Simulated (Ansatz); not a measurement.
Two members of one family (GaH3 adduct), computed with Ansatz in the gas phase. Binding counts from free atoms in the multiplicity of their measured ground term, without zero-point energy. A dash marks a value that wasn't run or was left out as unsound. The structures are stationary points that may keep the symmetry of their start. Remarks come from the PBE and PBE0 runs and from stability tests at other levels; not every state was tested. HOMO above LUMO (over both spins in singlets and doublets, within one spin in higher multiplets; at PBE or PBE0), or a gap under 0.15 eV within one spin, warns that the state may not be the lowest or that an electron is smeared out.

First: Ga(PH3)H3 (singlet, charge 0, PBE0-D4/def2-TZVP geometry).

Cartesian coordinates in Å:
```
Ga -0.209 0.651 -1.279
P 0.156 -0.486 0.944
H -0.463 -1.727 1.198
H -0.241 0.183 2.120
H 1.465 -0.828 1.339
H -1.782 0.707 -1.196
H 0.463 -0.456 -2.178
H 0.611 1.956 -0.947
```

```csv
level,HOMO (eV),LUMO (eV),gap (eV),vertical IE (eV),vertical triplet (eV),binding per atom (eV)
PBE-D4/def2-TZVP,-6.66,-0.99,5.67,–,–,2.42
BLYP-D4/def2-TZVP,-6.57,-0.87,5.70,–,–,2.43
r2SCAN-D4/def2-TZVP,-6.96,-0.72,6.24,10.00,6.22,2.46
B97M-V/def2-TZVP,-7.05,-0.92,6.13,–,–,2.50
PBE0-D4/def2-TZVP,-7.87,-0.08,7.79,10.11,6.35,2.42
```

Remarks: gap within one spin near zero at PBE or PBE0 (+1 doublet), HOMO above LUMO (+1 doublet), gap within one spin near zero at PBE or PBE0 (triplet), HOMO above LUMO (triplet).

Second: Ga(NH3)H3 (singlet, charge 0, PBE0-D4/def2-TZVP geometry).

```xyz
8

Ga    0.066    0.718    0.863
N    -0.061   -0.656   -0.788
H     0.563   -1.443   -0.648
H     0.197   -0.198   -1.655
H    -1.004   -1.011   -0.886
H    -0.974    1.792    0.347
H     1.606    1.064    0.754
H    -0.392   -0.266    2.014
```

Question: Estimate how these quantities change from the first to the second (second minus first).

Answer: 
```csv
level,Δ HOMO (eV),Δ LUMO (eV),Δ gap (eV),Δ vertical IE (eV),Δ vertical triplet (eV),Δ binding per atom (eV)
PBE-D4/def2-TZVP,0.43,-0.06,-0.49,–,–,0.37
BLYP-D4/def2-TZVP,0.43,-0.22,-0.65,–,–,0.35
r2SCAN-D4/def2-TZVP,0.41,0.34,-0.07,-0.24,-0.26,0.33
B97M-V/def2-TZVP,0.41,0.03,-0.39,–,–,0.33
PBE0-D4/def2-TZVP,0.39,-0.17,-0.56,-0.25,-0.25,0.35
```

Remarks: gap within one spin near zero at PBE or PBE0 (+1 doublet), HOMO above LUMO (+1 doublet), gap within one spin near zero at PBE or PBE0 (triplet), HOMO above LUMO (triplet).
